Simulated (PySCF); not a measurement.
C$_{4}$H$_{5}$ (SMILES [CH]1[C@@H]2C[C@H]12), doublet, geometry from GFN2-xTB; MP2/def2-SVP (PySCF).

Input for PySCF:
```python
from pyscf import gto, scf, mp

mol = gto.Mole()
mol.atom = '''
    C    -0.011048    1.152992    0.292681
    C     0.006069   -1.071617    0.362843
    C     0.777923    0.051757   -0.247030
    C    -0.775309    0.039481   -0.257303
    H    -0.016569    2.162854   -0.079261
    H    -0.000459   -1.149501    1.442906
    H     0.016990   -2.032726   -0.139902
    H     1.484404    0.003521   -1.055676
    H    -1.470182   -0.019829   -1.075216
'''
mol.basis = 'def2-svp'
mol.charge = 0
mol.spin = 1
mol.verbose = 4
mol.build()

mf = scf.UHF(mol)
mf.kernel()

pt = mp.MP2(mf, frozen=4)
pt.kernel()
print('E(MP2) = %.10f' % pt.e_tot)
mf.analyze()
```

What the program printed (banner, timings and long lists left out):

```
PySCF version 2.14.0

[INPUT] verbose = 4
[INPUT] num. atoms = 9
[INPUT] num. electrons = 29
[INPUT] charge = 0
[INPUT] spin (= nelec alpha-beta = 2S) = 1
[INPUT] symmetry False subgroup None
[INPUT] Mole.unit = angstrom
[INPUT] Symbol           X                Y                Z      unit          X                Y                Z       unit  Magmom
[...]
nuclear repulsion = 108.897973485052
number of shells = 39
number of NR pGTOs = 131
number of NR cGTOs = 81
basis = def2-svp
ecp = {}

******** <class 'pyscf.scf.uhf.UHF'> ********
method = UHF
initial guess = minao
damping factor = 0
level_shift factor = 0
DIIS = <class 'pyscf.scf.diis.CDIIS'>
diis_start_cycle = 1
diis_space = 8
diis_damp = 0
SCF conv_tol = 1e-09
SCF conv_tol_grad = None
SCF max_cycles = 50
direct_scf = True
direct_scf_tol = 1e-13
number electrons alpha = 15  beta = 14
Set gradient conv threshold to 3.16228e-05
init E= -155.313660033404

cycle= 1 E= -154.052826075546  delta_E= 1.26  |g|= 0.278  |ddm|= 2.25
cycle= 2 E= -154.110796202618  delta_E= -0.058  |g|= 0.121  |ddm|= 0.544
cycle= 3 E= -154.120194219891  delta_E= -0.0094  |g|= 0.0454  |ddm|= 0.19
cycle= 4 E= -154.123218641729  delta_E= -0.00302  |g|= 0.0184  |ddm|= 0.115
cycle= 5 E= -154.12409501918  delta_E= -0.000876  |g|= 0.00961  |ddm|= 0.0658
cycle= 6 E= -154.124410514281  delta_E= -0.000315  |g|= 0.00423  |ddm|= 0.0468
cycle= 7 E= -154.124462153658  delta_E= -5.16e-05  |g|= 0.00213  |ddm|= 0.0163
cycle= 8 E= -154.124473011152  delta_E= -1.09e-05  |g|= 0.00108  |ddm|= 0.00732
cycle= 9 E= -154.124476191204  delta_E= -3.18e-06  |g|= 0.000375  |ddm|= 0.00614
cycle= 10 E= -154.124476539752  delta_E= -3.49e-07  |g|= 0.000129  |ddm|= 0.00295
cycle= 11 E= -154.12447657616  delta_E= -3.64e-08  |g|= 5.55e-05  |ddm|= 0.000874
cycle= 12 E= -154.124476582226  delta_E= -6.07e-09  |g|= 3.03e-05  |ddm|= 0.000176
cycle= 13 E= -154.124476584443  delta_E= -2.22e-09  |g|= 1.32e-05  |ddm|= 0.000121
cycle= 14 E= -154.124476584879  delta_E= -4.35e-10  |g|= 5.17e-06  |ddm|= 6e-05
Extra cycle  E= -154.124476584914  delta_E= -3.54e-11  |g|= 3.02e-06  |ddm|= 1.17e-05
converged SCF energy = -154.124476584914  <S^2> = 0.75817406  2S+1 = 2.0081574

******** <class 'pyscf.mp.ump2.UMP2'> ********
nocc = (np.int64(11), np.int64(10)), nmo = (77, 77)
frozen orbitals 4
E(UMP2) = -154.645380709883  E_corr = -0.520904124968432
E(SCS-UMP2) = -154.637477504797  E_corr = -0.513000919882611
E_corr(same-spin) = -0.129327727014817
E_corr(oppo-spin) = -0.391576397953615
E(MP2) = -154.6453807099
**** SCF Summaries ****
Total Energy =                        -154.124476584914134
Nuclear Repulsion Energy =             108.897973485052219
One-electron Energy =                 -421.988159627819755
Two-electron Energy =                  158.965709557853415
Two-electron Coulomb Energy =          181.441164980156088
DFT Exchange-Correlation Energy =      -22.475455422302673
**** MO energy ****
                             alpha | beta                alpha | beta
[...]
To work with the spin densities directly, `use mulliken_meta_spin()` only printing them here.

 ** Mulliken spin pop alpha/beta on meta-lowdin orthogonal AOs **
 ** Mulliken Spin Density (per AO)  **
spin_pop of  0 C 1s       -0.00000
spin_pop of  0 C 2s        0.13388
spin_pop of  0 C 3s        0.00145
spin_pop of  0 C 2px       0.02416
spin_pop of  0 C 2py       0.01943
spin_pop of  0 C 2pz       0.70078
spin_pop of  0 C 3px       0.00007
spin_pop of  0 C 3py       0.00021
spin_pop of  0 C 3pz       0.00939
spin_pop of  0 C 3dxy     -0.00012
spin_pop of  0 C 3dyz     -0.00062
spin_pop of  0 C 3dz^2    -0.00085
spin_pop of  0 C 3dxz     -0.00030
spin_pop of  0 C 3dx2-y2    0.00002
spin_pop of  1 C 1s        0.00000
spin_pop of  1 C 2s        0.00499
spin_pop of  1 C 3s        0.00028
spin_pop of  1 C 2px      -0.01678
spin_pop of  1 C 2py       0.00080
spin_pop of  1 C 2pz      -0.00671
spin_pop of  1 C 3px       0.00003
spin_pop of  1 C 3py      -0.00007
spin_pop of  1 C 3pz      -0.00007
spin_pop of  1 C 3dxy      0.00008
spin_pop of  1 C 3dyz     -0.00012
spin_pop of  1 C 3dz^2     0.00023
spin_pop of  1 C 3dxz     -0.00003
spin_pop of  1 C 3dx2-y2    0.00017
spin_pop of  2 C 1s       -0.00000
spin_pop of  2 C 2s        0.00291
spin_pop of  2 C 3s       -0.00001
spin_pop of  2 C 2px       0.03462
spin_pop of  2 C 2py      -0.00976
spin_pop of  2 C 2pz       0.03605
spin_pop of  2 C 3px       0.00205
spin_pop of  2 C 3py       0.00001
spin_pop of  2 C 3pz       0.00074
spin_pop of  2 C 3dxy     -0.00008
spin_pop of  2 C 3dyz      0.00016
spin_pop of  2 C 3dz^2     0.00011
spin_pop of  2 C 3dxz     -0.00009
spin_pop of  2 C 3dx2-y2    0.00003
spin_pop of  3 C 1s       -0.00000
spin_pop of  3 C 2s        0.00291
spin_pop of  3 C 3s       -0.00001
spin_pop of  3 C 2px       0.03598
spin_pop of  3 C 2py      -0.01008
spin_pop of  3 C 2pz       0.03502
spin_pop of  3 C 3px       0.00208
spin_pop of  3 C 3py       0.00001
spin_pop of  3 C 3pz       0.00071
spin_pop of  3 C 3dxy     -0.00009
spin_pop of  3 C 3dyz      0.00014
spin_pop of  3 C 3dz^2     0.00010
spin_pop of  3 C 3dxz     -0.00006
spin_pop of  3 C 3dx2-y2    0.00004
spin_pop of  4 H 1s       -0.01755
spin_pop of  4 H 2s        0.00032
spin_pop of  4 H 2px      -0.00000
spin_pop of  4 H 2py       0.00019
spin_pop of  4 H 2pz       0.00005
spin_pop of  5 H 1s        0.01901
spin_pop of  5 H 2s        0.00043
spin_pop of  5 H 2px      -0.00001
spin_pop of  5 H 2py      -0.00001
spin_pop of  5 H 2pz      -0.00003
spin_pop of  6 H 1s       -0.00193
spin_pop of  6 H 2s       -0.00010
spin_pop of  6 H 2px      -0.00001
spin_pop of  6 H 2py       0.00000
spin_pop of  6 H 2pz       0.00001
spin_pop of  7 H 1s       -0.00226
spin_pop of  7 H 2s       -0.00007
spin_pop of  7 H 2px       0.00024
spin_pop of  7 H 2py       0.00001
spin_pop of  7 H 2pz      -0.00000
spin_pop of  8 H 1s       -0.00226
spin_pop of  8 H 2s       -0.00007
spin_pop of  8 H 2px       0.00024
spin_pop of  8 H 2py       0.00001
spin_pop of  8 H 2pz      -0.00000
 ** Mulliken Spin Density (per atom)  **
spin density of  0 C =      0.88750
spin density of  1 C =     -0.01718
spin density of  2 C =      0.06674
spin density of  3 C =      0.06674
spin density of  4 H =     -0.01700
spin density of  5 H =      0.01939
spin density of  6 H =     -0.00203
spin density of  7 H =     -0.00208
spin density of  8 H =     -0.00208
 ** Mulliken pop alpha/beta on meta-lowdin orthogonal AOs **
 ** Mulliken pop       alpha | beta **
In total            15.00000 | 14.00000
 ** Mulliken atomic charges   ( Nelec_alpha | Nelec_beta ) **
charge of  0C =     -0.14806  (     3.51778      2.63028 )
charge of  1C =     -0.12843  (     3.05562      3.07280 )
charge of  2C =     -0.09852  (     3.08263      3.01589 )
charge of  3C =     -0.09852  (     3.08263      3.01589 )
charge of  4H =      0.09606  (     0.44347      0.46047 )
charge of  5H =      0.08325  (     0.46807      0.44868 )
charge of  6H =      0.08266  (     0.45766      0.45969 )
charge of  7H =      0.10579  (     0.44607      0.44815 )
charge of  8H =      0.10579  (     0.44607      0.44815 )
Dipole moment(X, Y, Z, Debye):  0.01303, -0.43986, -1.44461
```
